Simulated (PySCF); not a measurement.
Simulation results for AlB2FH3, CH5B2O, B2FH3N, Al2BH4N and others

Calculation on a computer-drawn molecule: the log of a Hartree-Fock and frozen-core CCSD(T) single point meant for a local Hartree-Fock minimum, with one planted fault or none, to be diagnosed. Offsets are logged minus clean, where the clean run is the same molecule without the fault. The reference is restricted for singlets and unrestricted otherwise, and also for a bond in bohr or an excited solution. Adding or removing an electron swaps singlet and doublet. The excited solution moves the top pair (singlet) or top alpha electron (doublet) to the lowest empty orbital. Highest occupied and lowest empty are orbital energies over both spins, largest force is the largest gradient component, triples share is (T) over the correlation energy, the T1 limit is 0.02 restricted and 0.045 unrestricted, electrons count all cores, a negative frequency is imaginary (commonest isotopes), and the dipole is about the centre of nuclear charge. Program: PySCF 2.14.0.

Common to all runs: logged SCF converged yes; possible faults no fault, one electron removed, one electron added, multiplicity raised by two, geometry at a saddle point, SCF held on an excited solution, minimal basis STO-3G, one bond length entered in bohr, all coordinates scaled.

(1) AlB2FH3

Logged structure:
```xyz
7
AlB2FH3
F      0.4105     0.1062    -3.5894
B      1.0001     0.1805    -2.3892
B      0.2197    -0.2750    -0.9891
Al    -0.6795    -0.8228     0.8226
H      2.1304     0.5948    -2.3609
H      0.1393    -0.6805     2.1671
H     -2.1617    -1.3702     0.8223
```

- meant charge: 0
- meant multiplicity: 2
- meant basis: cc-pV(D+d)Z
- logged electrons: 35
- logged basis functions: 80
- logged spin squared: 3.7582
- logged highest occupied: -8.4955 eV
- logged lowest empty: -1.2264 eV
- logged largest force: 0.012206 hartree/bohr
- logged T1 diagnostic: 0.043997
- logged D1 diagnostic: 0.24514
- logged triples share: 0.027087
- logged CC converged: yes
- logged dipole magnitude: 2.7312 debye
- logged SCF stable within its kind: yes
- logged energy HF: -392.34986 hartree
- logged energy CCSD(T): -392.78427 hartree
- planted fault: multiplicity raised by two
- HF energy offset from clean run: 58.08 kcal/mol
- CCSD(T) energy offset from clean run: 59.76 kcal/mol

Drawn bonds:
```tsv
atom	other atom	order
1	2	1
2	3	1
3	4	1
2	5	1
4	6	1
4	7	1
```

(2) CH5B2O

Logged structure:
```xyz
9
CH5B2O
B     -1.6468     3.3274    -0.8196
O     -0.9894     2.6158     0.1145
B      0.2959     2.8030     0.5728
C      0.8775     1.8457     1.6719
H     -2.7766     3.0567    -1.1322
H      0.9451     3.7017     0.1064
H      1.2585     2.4275     2.5183
H      0.1545     1.1145     2.0375
H      1.7437     1.3100     1.2648
```

* meant charge: 0
* meant multiplicity: 2
* meant basis: cc-pVDZ
* logged electrons: 29
* logged basis functions: 81
* logged spin squared: 0.7993
* logged highest occupied: -6.4862 eV
* logged lowest empty: 0.4109 eV
* logged largest force: 0.05242 hartree/bohr
* logged dipole magnitude: 1.1189 debye
* logged SCF stable within its kind: no
* logged energy HF: -164.95363 hartree
* planted fault: SCF held on an excited solution
* HF energy offset from clean run: 57.1 kcal/mol

Drawn bonds:
```tsv
atom	other atom	order
1	2	1
2	3	1
3	4	1
1	5	1
3	6	1
4	7	1
4	8	1
4	9	1
```

Notes: coupled-cluster numbers left out as unreliable.

(3) B2FH3N

Logged structure:
```xyz
7
B2FH3N
B     -0.1109     1.7769     0.6813
N     -0.8243     0.6988     1.2449
B     -0.9199    -0.6342     0.7584
F     -0.2864    -0.9804    -0.3582
H      0.5345     1.7110    -0.3213
H     -1.3292     0.8810     2.0911
H     -1.5624    -1.4627     1.3331
```

- meant charge: 0
- meant multiplicity: 2
- meant basis: cc-pVDZ
- logged electrons: 29
- logged basis functions: 23
- logged spin squared: 0.7544
- logged highest occupied: -7.4609 eV
- logged lowest empty: 6.9102 eV
- logged largest force: 0.027156 hartree/bohr
- logged T1 diagnostic: 0.018763
- logged D1 diagnostic: 0.062597
- logged triples share: 0.038148
- logged CC converged: yes
- logged dipole magnitude: 1.5745 debye
- logged SCF stable within its kind: yes
- logged energy HF: -202.32394 hartree
- logged energy CCSD(T): -202.49644 hartree
- planted fault: minimal basis STO-3G
- HF energy offset from clean run: 1732 kcal/mol
- CCSD(T) energy offset from clean run: 1959 kcal/mol

Drawn bonds:
```tsv
atom	other atom	order
1	2	1
2	3	1
3	4	1
1	5	1
2	6	1
3	7	1
```

(4) Al2BH4N

Logged structure:
```xyz
8
Al2BH4N
B      2.2046     0.8797     0.0000
Al     0.7928    -0.7785     0.0000
Al    -1.7813    -0.3983     0.0000
N     -3.3641    -0.1396     0.0000
H      3.3917     0.6918     0.0000
H      1.8453     2.0263     0.0000
H      1.2546    -2.2924     0.0000
H     -4.3437     0.0109     0.0000
```

* meant charge: 0
* meant multiplicity: 1
* meant basis: cc-pV(D+d)Z
* logged electrons: 42
* logged basis functions: 94
* logged spin squared: 0
* logged highest occupied: -8.6372 eV
* logged lowest empty: -0.70055 eV
* logged largest force: 3.079e-05 hartree/bohr
* logged lowest frequency: -200.8 cm⁻¹
* logged T1 diagnostic: 0.027288
* logged D1 diagnostic: 0.086482
* logged triples share: 0.037393
* logged CC converged: yes
* logged dipole magnitude: 4.235 debye
* logged SCF stable within its kind: yes
* logged energy HF: -565.21016 hartree
* logged energy CCSD(T): -565.64394 hartree
* planted fault: geometry at a saddle point
* HF energy offset from clean run: 3.219 kcal/mol
* CCSD(T) energy offset from clean run: 3.618 kcal/mol

Drawn bonds:
```tsv
atom	other atom	order
1	2	1
2	3	1
3	4	2
1	5	1
1	6	1
2	7	1
4	8	1
```

Notes: T1 above single-reference limit.

(5) BH6Si2

Logged structure:
```xyz
9
BH6Si2
Si     1.6471    -2.6203     0.6020
B      2.0616    -2.0308    -1.2682
Si     1.1782    -0.3945    -2.1800
H      0.5498    -3.5429     0.9177
H      2.3528    -2.0907     1.7751
H      2.8681    -2.6816    -1.8630
H      2.3001     0.5025    -2.5148
H      0.2193     0.2577    -1.2671
H      0.5023    -0.9441    -3.3700
```

- meant charge: 1
- meant multiplicity: 1
- meant basis: cc-pV(D+d)Z
- logged electrons: 38
- logged basis functions: 90
- logged spin squared: 0
- logged highest occupied: -16.012 eV
- logged lowest empty: -5.57 eV
- logged largest force: 1.067e-05 hartree/bohr
- logged lowest frequency: 47.976 cm⁻¹
- logged T1 diagnostic: 0.017415
- logged D1 diagnostic: 0.047606
- logged triples share: 0.02599
- logged CC converged: yes
- logged dipole magnitude: 5.3445 debye
- logged SCF stable within its kind: yes
- logged energy HF: -605.71584 hartree
- logged energy CCSD(T): -606.04251 hartree
- planted fault: no fault
- HF energy offset from clean run: 0 kcal/mol
- CCSD(T) energy offset from clean run: 0 kcal/mol

Drawn bonds:
```tsv
atom	other atom	order
1	2	1
2	3	1
1	4	1
1	5	1
2	6	1
3	7	1
3	8	1
3	9	1
```
